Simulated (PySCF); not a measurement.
Correlation energy of Zr⁻ (zirconium, charge -1)

[Kr] 4d3 5s2, high-spin 4F determinant. All numbers are calculated (PySCF 2.14, scalar relativity by spin-free X2C-1e, in x2c-TZVPPall with one added diffuse shell each of s, p, d, f type (9s7p7d3f1g, 95 functions)). Frozen: [Ar] 3d10; 13 electrons correlated.

```csv
level,correlation energy (mhartree)
CCSD,-305.52
(T),-14.89
CCSD(T),-320.41
```

Diagnostics: T1 = 0.090, D1 = 0.4391, largest double amplitude 0.100.

T1 exceeds 0.03, a sign that the reference determinant is poor.

Cost of the coupled-cluster step: of the order of 40 core-seconds, for 13 correlated electrons.

Iterations:

```
CC2 = 0
CCSD nocc = (np.int64(8), np.int64(5)), nmo = (81, 81)
frozen orbitals [[0, 1, 2, 3, 4, 5, 6, 7, 8, 9, 10, 11, 12, 13], [0, 1, 2, 3, 4, 5, 6, 7, 8, 9, 10, 11, 12, 13]]
max_cycle = 100
direct = 0
conv_tol = 1e-08
conv_tol_normt = 1e-06
diis_space = 8
diis_start_cycle = 0
Init t2, MP2 energy = -0.280716214712967
Init E_corr(UCCSD) = -0.280716214714742
cycle = 1  E_corr(UCCSD) = -0.287808234926744  dE = -0.00709202021  norm(t1,t2) = 0.162311
cycle = 2  E_corr(UCCSD) = -0.296263141936611  dE = -0.00845490701  norm(t1,t2) = 0.0852648
cycle = 3  E_corr(UCCSD) = -0.301496360823671  dE = -0.00523321889  norm(t1,t2) = 0.071806
cycle = 4  E_corr(UCCSD) = -0.305506375392621  dE = -0.00401001457  norm(t1,t2) = 0.0267841
cycle = 5  E_corr(UCCSD) = -0.304610425335778  dE = 0.000895950057  norm(t1,t2) = 0.0107069
cycle = 6  E_corr(UCCSD) = -0.305528019291005  dE = -0.000917593955  norm(t1,t2) = 0.00763283
cycle = 7  E_corr(UCCSD) = -0.305632786437622  dE = -0.000104767147  norm(t1,t2) = 0.00261174
cycle = 8  E_corr(UCCSD) = -0.305517433647103  dE = 0.000115352791  norm(t1,t2) = 0.00160691
cycle = 9  E_corr(UCCSD) = -0.305517821083833  dE = -3.8743673e-07  norm(t1,t2) = 0.000568257
cycle = 10  E_corr(UCCSD) = -0.30552003828921  dE = -2.21720538e-06  norm(t1,t2) = 0.000148879
cycle = 11  E_corr(UCCSD) = -0.305518960475608  dE = 1.0778136e-06  norm(t1,t2) = 6.24489e-05
cycle = 12  E_corr(UCCSD) = -0.305520076055003  dE = -1.11557939e-06  norm(t1,t2) = 2.61099e-05
cycle = 13  E_corr(UCCSD) = -0.305519979358183  dE = 9.66968207e-08  norm(t1,t2) = 1.24555e-05
cycle = 14  E_corr(UCCSD) = -0.30551995612849  dE = 2.3229693e-08  norm(t1,t2) = 6.90402e-06
cycle = 15  E_corr(UCCSD) = -0.305519878148103  dE = 7.79803864e-08  norm(t1,t2) = 3.37859e-06
cycle = 16  E_corr(UCCSD) = -0.305519891532845  dE = -1.33847419e-08  norm(t1,t2) = 1.4364e-06
cycle = 17  E_corr(UCCSD) = -0.305519900568437  dE = -9.03559189e-09  norm(t1,t2) = 5.41448e-07
UCCSD converged
E(UCCSD) = -3596.48177461587  E_corr = -0.3055199005684371
UCCSD(T) correction = -0.0148948718423156
```

This basis was not built for core-valence correlation, so the inner-shell part is incomplete.
